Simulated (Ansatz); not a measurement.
Input and output for C3H10O4Ti (`C[O][Ti]([OH])([O]C)[O]C`).

```yaml
crystal:
  periodic: [false, false, false]
  atoms:
    - {symbol: C, position_ang: [-4.798444, 3.566616, -0.471281]}
    - {symbol: O, position_ang: [-2.805837, 1.947778, 1.196247]}
    - {symbol: Ti, position_ang: [0.725218, 0.220555, 1.187173]}
    - {symbol: O, position_ang: [3.074068, 1.885003, 3.953044]}
    - {symbol: O, position_ang: [2.346928, 0.773465, -2.348656]}
    - {symbol: C, position_ang: [4.727678, 1.830281, -3.953607]}
    - {symbol: O, position_ang: [0.317822, -3.622112, 1.907798]}
    - {symbol: C, position_ang: [-1.599238, -5.984874, 2.226090]}
    - {symbol: H, position_ang: [-5.060017, 5.774030, 0.459071]}
    - {symbol: H, position_ang: [-4.056990, 3.780916, -2.756267]}
    - {symbol: H, position_ang: [-6.952221, 2.485975, -0.467553]}
    - {symbol: H, position_ang: [4.219073, 0.948026, 5.452370]}
    - {symbol: H, position_ang: [5.950333, 0.000919, -4.937609]}
    - {symbol: H, position_ang: [6.230719, 3.093704, -2.554346]}
    - {symbol: H, position_ang: [3.955266, 3.262849, -5.730608]}
    - {symbol: H, position_ang: [-0.951914, -7.318917, 4.125422]}
    - {symbol: H, position_ang: [-3.866315, -5.234614, 2.561719]}
    - {symbol: H, position_ang: [-1.538633, -7.384961, 0.264949]}
basis:
  gaussian: {orbitals: STO-3G, fitting: {mean_field: cc-pVTZ-jkfit}}
hamiltonian: {xc: {name: wB97M-V}}
```

```sh
$ ansatz run in.yaml --threads 5 --pin off --events-out ev --progress --plain --max-ram 66560MiB --backend cpu
```

Shortened log:

```
Functional definition: wB97M-V
Error: <dir> the basis set cc-pVTZ-JKFIT has no functions for Ti
```
